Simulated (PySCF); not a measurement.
## A ladder for the ionisation energy of Zr+

Zr+ [Kr] 4d2 5s1 (4F) → Zr(2+) [Kr] 4d2 (3F). Scalar values calculated with PySCF 2.14 in aug-cc-pVTZ-DK (spin-free X2C; valence: [Kr] frozen). The spin-orbit shift comes from two-component X2C-1e calculations (generalised Hartree-Fock, GHF, and MP2 on its spinors, GMP2) in x2c-QZVPPall-2c: GMP2 gives 13.017 eV without and 13.004 eV with screened spin-orbit coupling, a shift of -0.013 eV (GHF: -0.014 eV). Sums use unrounded values; where a UHF row is shifted, it takes the GHF shift.

```tsv
method	scalar (eV)	plus spin-orbit shift (eV)	error (eV)
UHF	12.279	12.265	-0.865
LDA	13.641	13.628	0.498
PBE	13.391	13.378	0.248
PBE0	13.172	13.159	0.029
r2SCAN	13.252	13.239	0.109
B3LYP	13.305	13.291	0.161
HSE06	13.218	13.204	0.074
PBEsol	13.378	13.364	0.234
MP2 (valence)	12.511	12.498	-0.632
SCS-MP2 (valence)	12.356	12.343	-0.787
CCSD (valence)	12.583	12.570	-0.560
CCSD(T) (valence)	12.587	12.574	-0.556
```

Reference: 13.13 eV (measured; NIST Atomic Spectra Database, ionization energies).

The errors of the correlated levels include the incompleteness of the basis and the frozen core, so a lower level can come closer by cancellation.
